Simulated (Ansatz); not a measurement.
The cluster Au₂Se⁺, relaxed as a doublet with UKS r2SCAN-D4/def2-TZVP in Ansatz, starting from the GFN2-xTB geometry. Force threshold 0.02 eV/Å.

In the def2 sets Au takes a core potential; there is no spin–orbit coupling. The structure comes from a short search, and lower isomers may exist.

Start:

```csv
atom,x (Å),y (Å),z (Å)
Au1,1.510,-0.989,0.722
Au2,-0.744,1.384,-1.145
Se3,-0.766,-0.394,0.424
```

```json
{"step": "1", "energy (eV)": "-72732.9826", "largest force component (eV/Å)": "0.586", "SCF passes": "20"}
{"step": "2", "energy (eV)": "-72733.0455", "largest force component (eV/Å)": "0.166", "SCF passes": "29"}
{"step": "3", "energy (eV)": "-72733.0478", "largest force component (eV/Å)": "0.027", "SCF passes": "24"}
{"step": "4", "energy (eV)": "-72733.0481", "largest force component (eV/Å)": "0.003", "SCF passes": "22"}
```

Force components are those of the run's own axes.

End:

```xyz
3

Au    1.443   -0.871    0.624
Au   -0.616    1.297   -1.081
Se   -0.827   -0.426    0.457
```

By distances, no bond broke or formed. The bond that changes most is Au1–Se3, from 2.37 to 2.32 Å (atoms count from 1).

No frequencies were taken in this run, so the end may be a saddle point.

Run time 42 s (4 threads of Intel Xeon on a shared host).
